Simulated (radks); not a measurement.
The numbers below are computed, except where a source is named.
Q: The mean radii <r> (bohr) of the occupied orbitals of an atom or ion are listed with their occupations. Code: a radial shooting solver on a logarithmic mesh with Libxc functionals. Model: scalar-relativistic Kohn-Sham, LDA (Slater exchange, VWN5 correlation), spin-polarised, spherical densities, finite nucleus; Fermi nuclear charge, rms radius of each element as measured or else 0.836 A^(1/3) + 0.57 fm.

orbital  occ.      <r>
1s up       1  0.01831
1s down     1  0.01830
2s up       1  0.07466
2s down     1  0.07473
2p up       1  0.06604

Name the element and its charge. Open shells, if any, are filled with parallel spins first.

A: Z = 74, tungsten, charge +69: W69+ in [He] 2s2 2p1. The 1s radius gives Z: for a bare nucleus <r> = (2 gamma + 1)/(2Z) with gamma = sqrt(1 - (Z/c)^2), 0.01813 bohr for Z = 74, and screening makes it slightly larger (0.01831 here). The occupations add up to 5, and the charge is Z minus that.
